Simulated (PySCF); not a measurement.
CH₅Si, SMILES C[SiH2], doublet (PBE0/def2-SVP optimised geometry):

```
7

C      1.026    -0.181     0.000
Si    -0.858    -0.181     0.000
H      1.418     0.361     0.874
H      1.418    -1.209     0.030
H      1.416     0.308    -0.909
H     -1.418     1.209     0.000
H     -1.418    -0.946    -1.160
```

Calculation: unrestricted PBE0/def2-TZVP (PySCF).

Q: What are the frontier orbital energies (α orbitals alone; a β orbital can be the lowest empty one) and the dipole moment?

A: HOMO-2 -9.51 eV, HOMO-1 -9.37 eV, HOMO -5.91 eV, LUMO 0.62 eV, LUMO+1 1.59 eV; dipole moment 0.92 D.

On the same geometry unrestricted PBE/def2-TZVP (PySCF) gives HOMO-2 -8.16 eV, HOMO-1 -8.06 eV, HOMO -4.81 eV, LUMO -0.16 eV, LUMO+1 0.75 eV; dipole moment 0.96 D.

Meta-Löwdin charges at PBE0/def2-TZVP: C1 -0.58, Si2 0.34, H3 0.14, H4 0.14, H5 0.13, H6 -0.08, H7 -0.08.
